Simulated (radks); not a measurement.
Results of a calculation; reference values are marked as such.
Problem. The mean radii <r> (bohr) of the occupied orbitals of an atom or ion are listed with their occupations. Level of theory: Dirac Kohn-Sham, PBE, spin-unpolarised, spherical densities, point nucleus (a radial shooting solver on a logarithmic mesh with Libxc functionals).

orbital  occ.      <r>
1s1/2       2  0.02781
2s1/2       2   0.1194
2p1/2       2   0.1008
2p3/2       4   0.1064
3s1/2       2   0.3218
3p1/2       2   0.3122
3p3/2       4   0.3236
3d3/2       4   0.2947
3d5/2       6   0.2983
4s1/2       2   0.7646
4p1/2       2   0.8016
4p3/2       4   0.8302
4d3/2       4   0.9639
4d5/2       6   0.9760
5s1/2       2    2.036
5p1/2       2    2.422
5p3/2       1    2.521

Name the element and its charge. Open shells, if any, fill j = l - 1/2 first.

Solution. Z = 52, tellurium, charge +1: Te+ in [Kr] 4d10 5s2 5p3. The 1s radius gives Z: for a bare nucleus <r> = (2 gamma + 1)/(2Z) with gamma = sqrt(1 - (Z/c)^2), 0.02741 bohr for Z = 52, and screening makes it slightly larger (0.02781 here). The occupations add up to 51, and the charge is Z minus that.
